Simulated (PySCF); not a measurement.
Relaxation of quartet V(OH)2

Method: UPBE0 in PySCF with V def2-TZVP, O def2-TZVP, H def2-TZVP; no relativity; density-fitted integrals. A (50,194) grid was used.

A hand-made linear (heavy-atom frame) start, of C2h symmetry, held to at least that symmetry:

```xyz
5
charge 0 multiplicity 4, angstrom
V     0.0000    0.0000    0.0000
O     0.0000    0.0000    1.9700
O     0.0000    0.0000   -1.9700
H    -0.7354    0.0000    2.5871
H     0.7354    0.0000   -2.5871
```

Optimiser trace:
| step | E − E(last) (kJ/mol) | largest gradient (Eh/bohr) |
| --- | --- | --- |
| 0 | 76.02 | 0.04989 |
| 1 | 38.08 | 0.02662 |
| 2 | 23.95 | 0.02348 |
| 3 | 18.61 | 0.00798 |
| 4 | 14.19 | 0.00842 |
| 5 | 9.34 | 0.02930 |
| 6 | 4.86 | 0.00461 |
| 7 | 2.44 | 0.00345 |
| 8 | 1.08 | 0.01447 |
| 9 | 0.26 | 0.00120 |
| 10 | 0.07 | 0.00104 |
| 11 | 0.00 | 0.00087 |
| 12 | 0.00 | 0.00001 |

It ends at D∞h with O–H 0.952 Å (×2), V–O 1.775 Å (×2); H–O–V 180.0° (×2), O–V–O 180.0°. The frequency run here used a shortcut that can spoil soft modes, so no verdict on minimum or saddle point is given.

Final geometry:
```xyz
5
charge 0 multiplicity 4, angstrom
V     0.0000    0.0000    0.0000
O    -0.3377    0.0000    1.7423
O     0.3377    0.0000   -1.7423
H    -0.5187    0.0000    2.6765
H     0.5187    0.0000   -2.6765
```

Other spin states or occupations of the open shell can lie lower.

The relaxation took roughly 5 core-minutes on a shared host.
